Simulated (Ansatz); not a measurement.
A nudged elastic band was laid between two geometries of AsH2O (4 atoms, charge 0, multiplicity 2).

Method: UKS B3LYP/def2-SVP (Ansatz).

```yaml
movable_images: 9
climbing_image: yes
spring: 5.0 eV/Å²
optimiser: quadratic models (default)
start_path: through a guess of the saddle point
force_threshold: 0.05 eV/Å
iteration_limit: 47
end_points: relaxed
```

Initial state:

```xyz
4
Properties=species:S:1:pos:R:3
O -0.248 -0.750 0.339
As 0.576 0.721 -0.326
H 0.433 -1.378 0.623
H -0.762 1.407 -0.636
```

Final state:

```xyz
4
Properties=species:S:1:pos:R:3
O -0.962 -0.369 1.162
As 0.315 0.291 0.261
H 0.977 -0.888 -0.465
H -0.330 0.967 -0.957
```

(1) Which bonds break or form, and what moves?

(2) What energy profile does the band end with?

(3) What is the geometry of the highest image?

Results:

(1) Bonds broken: O1–H3. Bonds formed: As2–H3.

(2) It converged. The highest image is number 7 of 0 to 10, 56.6 kcal/mol above the first end and 26.2 kcal/mol above the last; the last end lies 30.4 kcal/mol above the first. The profile has 2 maxima (images 2, 7) with wells between them (image 4): this band takes more than one step, which may be the mechanism or a detour left from its start path. Neighbouring images differ by up to 1.3 eV, so the band resolves the path poorly. A vibrational analysis at the climbing image gives one clearly imaginary mode, 1642i cm⁻¹: a first-order saddle point.

```csv
image,path coordinate (Å),energy (kcal/mol),O1–H3 (Å),As2–H3 (Å)
0,0.00,0.0,0.97,2.31
1,0.33,1.5,0.97,2.32
2,0.66,4.1,0.97,2.33
3,0.99,4.0,0.97,2.36
4,1.32,2.1,0.97,2.32
5,1.64,6.3,0.97,2.17
6,1.97,27.1,1.08,1.81
7,2.30,56.6,1.47,1.61
8,2.61,46.4,1.86,1.54
9,2.92,35.4,2.23,1.52
10,3.23,30.4,2.58,1.54
```

(3) 
```xyz
4
Properties=species:S:1:pos:R:3
O -0.760 -0.782 0.632
As 0.347 0.617 0.383
H 0.558 -0.929 -0.003
H -0.145 1.095 -1.013
```

The run took 8.3 min on 1 thread of Intel(R) Xeon(R) Platinum 8488C (Sapphire Rapids) (shared host), peak memory 0.15 GiB.
